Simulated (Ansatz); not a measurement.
A CCSD(T) single point on C$_{2}$H$_{6}$FGa, SMILES `[CH3][GaH][CH2]F`.

```yaml
crystal:
  periodic: [false, false, false]
  atoms:
    - {symbol: C, position_ang: [-1.111339, 0.550273, -1.198756]}
    - {symbol: Ga, position_ang: [-0.517482, -0.365066, 0.431026]}
    - {symbol: C, position_ang: [1.407407, -0.356802, 0.949768]}
    - {symbol: F, position_ang: [2.187569, 0.350758, 0.034753]}
    - {symbol: H, position_ang: [-1.605557, -0.156252, -1.871106]}
    - {symbol: H, position_ang: [-1.846198, 1.321457, -0.952152]}
    - {symbol: H, position_ang: [-0.275831, 1.013419, -1.723874]}
    - {symbol: H, position_ang: [-1.515065, -1.131047, 1.381971]}
    - {symbol: H, position_ang: [1.807177, -1.376085, 1.014367]}
    - {symbol: H, position_ang: [1.552318, 0.098145, 1.937103]}
basis:
  gaussian: {orbitals: def2-TZVPP}
correlation: {method: ccsd_t}
```

```sh
$ ansatz run in.yaml --threads 4 --pin off --events-out ev --progress --plain --max-ram 10444MiB
```

Output of Ansatz, abridged:

```
Functional definition: HF
1352 factors; integrals over basis functions are off by at most 1.2e-3 eV
mean field evaluation 1: about -57194.3655 eV, gradient 3.4e1 eV
mean field evaluation 2: about -57194.4757 eV, gradient 3.4e1 eV
mean field evaluation 4: about -57197.3093 eV, gradient 3.9e0 eV
mean field evaluation 8: about -57197.3549 eV, gradient 3.0e-1 eV
mean field -57197.35512132 eV, -2101.9640309486 hartree, gradient 6.5e-6 eV, S^2 0.000000; 0 other end points of the search recorded, 0 dependent functions left out
12 core orbitals not correlated: weight in the atoms' cores, before any rotation towards them, 1.000 or more for the frozen orbitals, at most 0.000 for the correlated occupied ones
reference -57197.35512132 eV, -2101.9640309486 hartree; 17, 17 occupied and 196, 196 virtual orbitals, 1352 factors
second order -22.70630569 eV of doubles, -0.00000000 eV of singles
cycle   1  -22.70824678 eV  change   -1.9e-3 eV  update   1.1e-1
cycle   2  -23.33570274 eV  change   -6.3e-1 eV  update   3.2e-2
cycle   3  -23.45130256 eV  change   -1.2e-1 eV  update   1.5e-2
cycle   4  -23.44137327 eV  change    9.9e-3 eV  update   3.2e-3
cycle   5  -23.44048628 eV  change    8.9e-4 eV  update   1.3e-3
cycle   6  -23.44091776 eV  change   -4.3e-4 eV  update   3.8e-4
cycle   7  -23.44079527 eV  change    1.2e-4 eV  update   1.6e-4
cycle   8  -23.44072186 eV  change    7.3e-5 eV  update   5.1e-5
cycle   9  -23.44072919 eV  change   -7.3e-6 eV  update   2.0e-5
perturbative correction -0.83900541 eV, -0.0308328803 hartree
Total energy: -57221.63485592 eV, -2102.8562947380 hartree
```

It took 30 s on 4 threads of an Intel Xeon 6975P-C on a shared host, with 4 GiB of host memory at the peak.

MP2 recovers 93.5 % of the CCSD(T) correlation energy and the triples give 3.5 %; T1 = 0.0117.
